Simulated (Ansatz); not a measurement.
Reaction (ligand exchange at a Y–Cl bond): `[OH][Y]([OH])[Cl]` + H–F → `[OH][Y]([OH])[F]` + HCl

Calculated with Ansatz (gas phase, PBE0-D4/def2-TZVP geometries, no zero-point term in ΔE). CBS: MP2 limit from def2 TZ/QZ plus the TZ coupled-cluster correction, frozen cores. This one scheme is used for every species. Functionals use def2-TZVPP. B3LYP here is the variant with VWN-RPA as its local correlation; programs differ in this. Elements past krypton have def2 core potentials. For Y outer-core shells are correlated without core-valence functions, which leaves a few kJ/mol of doubt a bond. One conformer a species, not always the lowest.

CCSD(T)/CBS gives +2.9 kcal/mol.

Question: Another level gave -1.2 kcal/mol. Which?
A. B3LYP-D4/def2-TZVPP
B. SCS-MP2/def2-TZVPP
C. BLYP-D4/def2-TZVPP
D. HF/def2-TZVPP

Answer: C. BLYP-D4 -1.2, SCS-MP2/def2-TZVPP 2.7, B3LYP-D4 0.8, HF/def2-TZVPP 5.3 kcal/mol.

Question: What do rigid-rotor, harmonic-oscillator terms from PBE0-D4/def2-TZVP frequencies (298.15 K, 1 bar) make of the CCSD(T)/CBS value? (An estimate is asked.)

Answer: Computed: ΔZPE = -1.3 kcal/mol, ΔH = +1.4 kcal/mol, ΔS = 2 J/(mol·K), ΔG = +1.3 kcal/mol.

Largest T1 diagnostic among the species: 0.014.

From r2SCAN to r2SCAN0 (25 % exact exchange), in def2-TZVPP and without D4, ΔE moves by +1.8 kcal/mol. At CCSD(T), def2-SVP lies −3.8 kcal/mol from the extrapolated value and def2-TZVPP +0.2 kcal/mol. In def2-TZVPP, CCSD(T) changes the Hartree–Fock value by −2.2 kcal/mol (the triples alone add −0.1 kcal/mol) and MP2 by −1.6 kcal/mol.
